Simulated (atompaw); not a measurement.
mercury: one change to a PAW (atompaw) potential, before and after

```
Element                 : mercury
Generator               : atompaw 4.2.0.5
Type                    : PAW
Functional              : LDA (PW92)
Relativity              : scalar-relativistic
Frozen core             : [Kr] 4d10 4f14 5s2
Valence charge          : 18
Reference configuration : 5p6 5d10 6s2 6p0
Partial waves           : 6s (bound): rc 2.25 bohr; 6s channel at 2.3 Ry: rc 2.25 bohr; 5p (bound): rc 1.15 bohr; 6p (bound, empty): rc 2.25 bohr; 5d (bound): rc 2.25 bohr; 5d channel at 1.95 Ry: rc 2.25 bohr
Local potential         : troulliermartins scheme with l = 3 at 1 Ry, radius 2.10 bohr
Core correction         : smooth core density matched at 1.35 bohr
Augmentation charge     : sinc compensation charge, radius 1.70 bohr; PAW radius 2.25 bohr; waves and projectors: custom rrkj gramschmidtortho
```

All-electron outer shells of the reference configuration (LDA (PW92), scalar-relativistic, ld1.x):

| shell | level (eV) | outermost node (bohr) | outermost maximum (bohr) |
| --- | --- | --- | --- |
| 5s | -118.56 | 0.47 | 0.82 |
| 4f | -96.33 | – | 0.37 |
| 5p | -66.76 | 0.51 | 0.92 |
| 5d | -10.07 | 0.55 | 1.17 |
| 6s | -7.13 | 1.08 | 2.21 |
| 6p | -1.18 | 1.27 | 3.26 |

Change: wave 5d (bound): rc 2.25 bohr becomes 5d (bound): rc 1.62 bohr.

Cutoffs: the cutoffs (Ry, on a coarse ladder) from which the occupation-weighted sum of valence levels, in a spherical-Bessel basis at the reference potential, stays within 10 and 1 mRy of its value at 400 Ry; they do not see the model core or the augmentation charge, which bear on the density cutoff.

Question: What does the change do?

Answer: The potential gets harder (60 Ry and 120 Ry → 70 Ry and 120 Ry); both files keep a bound ghost (s).

```csv
quantity,base,changed
"cutoff, loose",60 Ry,70 Ry
"cutoff, tight",120 Ry,120 Ry
loose cutoff by channel (10 mRy a level),"s 6 Ry, p 45 Ry, d 18 Ry","s 6 Ry, p 45 Ry, d 35 Ry"
bound ghosts,s,s
s: phases at 2.26 bohr within 0.05 rad from the reference energy up to (Ry; the scan ends near 5),to the end of the scan,to the end of the scan
p: phases at 2.26 bohr within 0.05 rad from the reference energy up to (Ry; the scan ends near 5),0.7,0.7
d: phases at 2.26 bohr within 0.05 rad from the reference energy up to (Ry; the scan ends near 5),3.4,3.7
lowest overlap eigenvalue by channel,"s 0.45, p 0.44, d 0.80","s 0.45, p 0.44, d 0.53"
```

 A true bound ghost makes a file unfit for plane-wave use even where its test errors are small: the radial tests pick states by their node count and pass the ghost by. The cutoffs see the waves, projectors and local potential, not the compensation charge or the core.
